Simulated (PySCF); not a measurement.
disiloxane (H6OSi2), SMILES O([SiH3])[SiH3].

The structure is a stationary point at PBE0-D3(BJ)/def2-SVP.

Two levels are set side by side: TDDFT-PBE/def2-SVPD (PySCF) and TDDFT-B3LYP/def2-SVPD (PySCF). Vertical, same geometry. The lowest singlet is HOMO→LUMO 100 % with PBE and HOMO→LUMO 99 % with the other functional; states are paired by order. Differences are taken from unrounded values.

```json
[
 {"quantity": "lowest singlet excitation (eV)", "TDDFT-PBE": "6.21"},
 {"quantity": "lowest triplet excitation (TDA) (eV)", "TDDFT-PBE": "5.95"},
 {"quantity": "first bright state (f over 0.05) (eV)", "TDDFT-PBE": "7.43"},
 {"quantity": "its oscillator strength", "TDDFT-PBE": "0.07"}
]
```

Task: These are the TDDFT-PBE values. What does TDDFT-B3LYP give? (An estimate is asked for; the answer gives what the named calculation found.)

Result: 
| quantity | TDDFT-B3LYP | TDDFT-PBE minus TDDFT-B3LYP |
|---|---|---|
| lowest singlet excitation (eV) | 6.85 | -0.64 |
| lowest triplet excitation (TDA) (eV) | 6.56 | -0.61 |
| first bright state (f over 0.05) (eV) | 7.92 | -0.49 |
| its oscillator strength | 0.05 | 0.02 |

Functionals without exact exchange tend to place singlet excitations lower, as here. Differences between two approximate levels are no errors against the true value.

Rough cost on one machine, each run with all the roots and properties that it gave: TDDFT-B3LYP against TDDFT-PBE about 3 times.
